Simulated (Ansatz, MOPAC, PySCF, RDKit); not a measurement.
Pair of molecules: HBr (SMILES Br) (first 2 atoms) with H4OSi (SMILES O[SiH3]); geometry from B3LYP-D3(BJ)/def2-TZVP.
(charge 0, multiplicity 1):
```xyz
8

Br    -0.467    -1.377    -0.096
H      0.413    -0.308     0.254
O     -1.039    -0.114     3.187
Si     0.560     0.223     3.388
H     -1.286    -0.702     2.465
H      1.344    -0.970     3.789
H      0.642     1.262     4.432
H      1.163     0.742     2.127
```

Counterpoise-corrected where a basis set is named; no monomer relaxation. Rows marked so take none. RDKit's UFF carries no charges.

Rows in 6-31G* carry no dispersion term and start afresh at each structure (6-31G* with six Cartesian d functions); the Pople sets are all-electron and without relativity. The state reached by AM1 isn't checked.

Run with Ansatz (Gaussian basis) for Hartree–Fock, density functionals and correlated methods; MOPAC for AM1 (differences of heats of formation); PySCF for 6-31G* rows; RDKit for the force fields. Values without a source in brackets are computed.

Q: One of these levels gives -1.28 kcal/mol for the interaction energy. Which?
A. SVWN5/def2-TZVPPD
B. UFF
C. AM1
D. BP86/6-31G* (no counterpoise)

A: D, BP86/6-31G* (no counterpoise). The others give 0.52 (UFF), -0.08 (AM1), -4.91 (SVWN5/def2-TZVPPD)

Ansatz is a program for electronic structure.
